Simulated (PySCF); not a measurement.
## Ionising CsLi

PBE; PySCF, scalar-relativistic core potentials, basis sets Cs def2-SVPD with ECP46, Li def2-SVPD. Neutral (UKS): singlet (closed shell), Re = 3.777 Å, ωe = 169 cm⁻¹, De = 0.66 eV, HOMO -2.63 eV, LUMO -1.63 eV.

CsLi⁻ (UKS): doublet (σ ↑), Re = 4.185 Å, ωe = 112 cm⁻¹, De = 0.72 eV to Cs + Li⁻. The energies at the minima are -27.62513 hartree for CsLi and -27.64419 for CsLi⁻.

Problem. Work out the adiabatic electron affinity, without and with harmonic zero-point energies (1 hartree = 27.2114 eV, 1 eV = 8065.5 cm⁻¹), and the change of the bond length.

Solution. At PBE: 0.01906 hartree = 0.519 eV between the minima; the zero-point term (169.0 − 112.0)/2 cm⁻¹ = +0.004 eV makes it 0.522 eV. Re changes by +40.8 pm against the neutral. The electron enters a σ orbital; the charge polarises the partner, so the anion is bound more strongly.

Closed-shell solutions of metal pairs were not tested for spin polarisation, which can lower them a little. Spin–orbit coupling is left out. For an ion De counts to the pair picked by the measured ionisation energies or electron affinities, which need not be the lowest pair at this level. The highest Kohn–Sham level is positive in this anion. Much of that is self-interaction error, but it also means that the finite basis helps to hold the extra electron. States were picked by a PBE0 search and need not be the measured ground states.
